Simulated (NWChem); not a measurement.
Species: C4H6O; SMILES C=CCC=O

```xyz
11

C     -0.2775     2.2750     0.1569
C      0.0124     1.1441    -0.4883
C      0.6953    -0.0505     0.1312
C     -0.2828    -1.2057     0.3086
O     -0.1575    -2.2974    -0.1965
H     -0.0055     2.4268     1.1996
H     -0.7889     3.0971    -0.3362
H     -0.2768     1.0330    -1.5332
H      1.0793     0.2180     1.1258
H      1.5289    -0.4077    -0.4837
H     -1.1609    -0.9647     0.9494
```
Atoms are numbered in this order, from 1.

Computed with NWChem. Medium grid unless said otherwise, to which SCAN and Minnesota functionals are sensitive. Structure relaxed at the B3LYP/6-31G* (spherical d) level.

**Question.** Among these, which level gives the highest value of “dipole (D)”?
A. M06-2X/def2-SVP
B. r2SCAN/def2-SVP
C. PBE/def2-SVP
D. Hartree-Fock/def2-SVP

**Answer.** D, Hartree-Fock/def2-SVP. Values: PBE/def2-SVP 2.30; r2SCAN/def2-SVP 2.49; M06-2X/def2-SVP 2.59; Hartree-Fock/def2-SVP 3.09
